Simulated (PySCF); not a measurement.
C6H9N2 (doublet state).
Structure used (GFN2-xTB), in Å, numbered top down from 1:
```xyz
17
C6H9N2 angstrom
C      2.8211    0.1820   -0.3716
N      1.7027   -0.7147   -0.3703
C      0.5909   -0.3728    0.0852
C     -0.6817   -1.1571    0.1959
C     -1.2984    0.0448    0.9809
C     -2.5215    0.6463    0.4637
N     -3.4704    0.4503   -0.2721
C     -0.0045    0.8591    0.7402
H      3.6197   -0.2771    0.2127
H      3.1736    0.2765   -1.3993
H      2.5995    1.1771    0.0308
H     -1.1567   -1.3484   -0.7656
H     -0.6053   -2.0948    0.7431
H     -1.4577   -0.1784    2.0381
H     -3.6874   -0.3877   -0.8198
H      0.5055    1.2101    1.6362
H     -0.1362    1.6968    0.0553
```

The hyperfine couplings belong to this conformer and change with its torsions.

As a line formula: `[H]/N=[C]\C1CC(=NC)C1` [radical].

Computed with UKS B3LYP, pcH-1 on C H N, non-relativistic, mean-field spin-orbit, GIAO in PySCF 2.14.0. The structure is a single GFN2-xTB conformer in the gas phase; no vibrational or solvent corrections. The geometry wasn't refined by DFT: couplings that depend on bond lengths, twists or pyramidal angles can differ widely from those at the functional's own minimum. The SCF solution wasn't tested for stability.

**Question.** Match the computed a_iso(13C) values +380.6, +90.7, +31.2, +14.4, -3.2, +1.3 MHz with the sites C1; C3; C4; C5; C6; C8.

**Answer.** 
```csv
site,a_iso (MHz),ρ(0) (bohr⁻³),position,distance from C6 (Å),spin population,largest |T| (MHz)
C1,+1.3,+0.0011,5 bonds from C6,5.43,0.00,0.4
C3,-3.2,-0.0029,3 bonds from C6,3.30,0.00,0.9
C4,+31.2,+0.0278,2 bonds from C6,2.59,+0.06,13.2
C5,+90.7,+0.0807,1 bond from C6,1.46,-0.01,16.6
C6,+380.6,+0.3386,largest spin population,0.00,+0.69,106.1
C8,+14.4,+0.0128,2 bonds from C6,2.54,0.00,2.4
```

**Question.** Match the computed a_iso(14N) values +128.1, +2.0 MHz with the sites N2; N7.

**Answer.** 
```
site  a_iso (MHz)  ρ(0) (bohr⁻³)         position  distance from C6 (Å)  spin population  largest |T| (MHz)
  N2         +2.0        +0.0061  4 bonds from C6                  4.52             0.00                0.4
  N7       +128.1        +0.3965   1 bond from C6                  1.22            +0.12               14.2
```

ρ(0) is the spin density at the nucleus and T the dipolar tensor; entries for several nuclei are means. Largest spin populations (Mulliken): C6 (+0.69), H15 (+0.12), N7 (+0.12) and C4 (+0.06). No atom but C6 exceeds +0.15.

The spin density at the nucleus, in bohr⁻³, is negative for C3 (-0.0029), for instance. A restricted open-shell determinant has no negative spin density anywhere; here it arises because α and β orbitals differ (spin polarisation).

Means are taken over nuclei equivalent by connectivity, which assumes that they swap fast.
